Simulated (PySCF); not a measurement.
Gas-phase reaction: CH3GeH3 + 3 CH ⇌ GeH3 + C4H6 (butadiene)

Energies from PySCF (xtb for GFN2), thermal terms from the rigid-rotor harmonic-oscillator model, ideal gas at 1 bar. † marks an energy on the PBE0/def2-TZVP geometry and frequencies; other levels use their own. 6-31G* has spherical d functions here. Open shells (unrestricted): CH (multiplicity 2, electronic degeneracy 4), GeH3 (multiplicity 2); the rest are closed-shell singlets. GFN2 has no spin-polarisation term. Spin-orbit splitting is ignored; it lowers the true energy and changes the entropy of CH. B3LYP is the form with VWN-RPA correlation. Ge: all electrons, no relativistic terms. GeH3: computed as isolated molecules; such fragments, hydroxides, amides, oligomers or adducts are transient or little studied in the gas. The harmonic model lacks anharmonicity and excited electronic states, which grow with temperature; levels with a mode under 35 cm⁻¹ are left out. Internal rotation in CH3GeH3, C4H6 (butadiene) is treated as a harmonic vibration of one conformer, which makes the entropy rough. Warning, spin contamination: CH (B3LYP/def2-TZVP†, PBE/def2-SVP, LDA/def2-TZVP†, ωB97M-V/def2-TZVP†, ωB97X-V/def2-TZVP†).

```csv
level,"ΔE electronic, kJ","ΔH°(298 K), kJ","ΔS°(298 K), J/K","ΔG°(2000 K), kJ"
B3LYP/6-31G*,-1557,-1502,-312,-847
B3LYP/def2-TZVP†,-1533,-1478,-312,-824
GFN2-xTB,-1819,-1772,-310,-1127
PBE/def2-SVP,-1668,-1616,-312,-964
LDA/def2-TZVP†,-1837,-1782,-312,-1128
ωB97M-V/def2-TZVP†,-1546,-1492,-312,-838
ωB97X-V/def2-TZVP†,-1532,-1477,-312,-823
```
ΔH° is lowest at LDA/def2-TZVP† and highest at ωB97X-V/def2-TZVP†. No reference value is set beside these.
